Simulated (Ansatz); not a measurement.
The lowest singlet and triplet of CHCl (SMILES [CH]Cl); geometries from B3LYP-D3(BJ)/def2-TZVP, each state relaxed from the structure named, with no frequency check.
Singlet (charge 0, multiplicity 1):
```xyz
3

C     -1.07004     0.52801     0.00000
Cl     0.47932    -0.16491     0.00000
H     -1.72826    -0.36465     0.00000
```
Triplet (charge 0, multiplicity 3):
```xyz
3

C     -1.092     0.350     0.000
Cl     0.500    -0.106     0.000
H     -1.957    -0.302     0.000
```

A positive gap puts the triplet lower; no zero-point energy. R- takes a restricted singlet. U- takes an unrestricted singlet (broken symmetry where lower, unprojected). The triplet is unrestricted in single-reference levels. Active spaces average the two states.

Frozen-core correlation.

Codes used: Ansatz (Gaussian basis) for Hartree–Fock, density functionals and correlated methods. 

| level | gap E(singlet) − E(triplet), adiabatic (kJ/mol) |
|---|---|
| U-HF/cc-pV(D+d)Z (spin-contaminated) | 35.5 |
| U-SVWN5/def2-TZVPP (spin-contaminated) | -14.1 |
| U-r2SCAN/def2-TZVPP (spin-contaminated) | 2.6 |
| U-wB97X-V/def2-TZVPP (spin-contaminated) | -21.1 |
| U-wB97M-V/def2-TZVPP | -28.3 |
| R-SCS-MP2/cc-pV(Q+d)Z | -33.6 |
| U-CCSD/cc-pV(Q+d)Z (spin-contaminated) | -12.6 |
| R-CCSDT/cc-pV(D+d)Z | [?] |
| FIC-MRCISD+Q on SA-CASSCF(2,2)/cc-pV(Q+d)Z | [?] |

Some entries are withheld; supply them.


- R-CCSDT/cc-pV(D+d)Z, gap E(singlet) − E(triplet), adiabatic (kJ/mol): -17.3
- FIC-MRCISD+Q on SA-CASSCF(2,2)/cc-pV(Q+d)Z, gap E(singlet) − E(triplet), adiabatic (kJ/mol): -22.1

Doubts at one or more of the structures used: a restricted determinant that unrestricted orbitals would lower (R-SCS-MP2/cc-pV(Q+d)Z, R-CCSDT/cc-pV(D+d)Z); T1 above 0.05 (U-CCSD/cc-pV(Q+d)Z (spin-contaminated)).

Ansatz is a program for electronic structure.
